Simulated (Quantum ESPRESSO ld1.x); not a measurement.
Results of a calculation; reference values are marked as such.
Ge2.8+, configuration [Ar] 3d(up 5, down 4.2) 4s2 (fractional occupations, a model configuration).

Level of theory: scalar-relativistic Kohn-Sham, LDA (Slater exchange, VWN5 correlation), spin-polarised, spherical densities, point nucleus (ld1.x of Quantum ESPRESSO 7.5).

Energy parts (Ry):
| part | energy |
|---|---|
| total | -4186.6718 |
| kinetic | 4261.1745 |
| electron-nucleus | -10013.7836 |
| Hartree | 1716.5525 |
| exchange-correlation | -150.6152 |

Orbitals (lengths in bohr, moments of r in powers of bohr; <r^-3> diverges for s and p1/2):
orbital	occ.	eigenvalue (Ry)	<r^4>	<r>	<r^-3>
1s up	1	-807.164	0.00002286	0.04707	-
1s down	1	-807.163	0.00002286	0.04707	-
2s up	1	-103.715	0.004723	0.2104	-
2s down	1	-103.664	0.004718	0.2104	-
2p up	3	-91.1100	0.003456	0.1839	992.7
2p down	3	-91.0709	0.003451	0.1839	993.2
3s up	1	-15.2663	0.3180	0.6214	-
3s down	1	-15.1870	0.3194	0.6219	-
3p up	3	-11.4035	0.4013	0.6410	137.7
3p down	3	-11.3258	0.4042	0.6419	137.2
3d up	5	-5.04908	0.8675	0.7014	15.08
3d down	4.2	-4.97314	0.8908	0.7047	14.99
4s up	1	-3.00806	20.52	1.803	-
4s down	1	-2.99348	20.80	1.809	-

The highest occupied level is 4s down at -40.728 eV. Summed over all electrons, <r^2> = 17.25 bohr^2, which gives a Langevin (diamagnetic) susceptibility term of -13.7 x 10^-6 cm^3/mol. Spin moment in Bohr magnetons: 0.8.
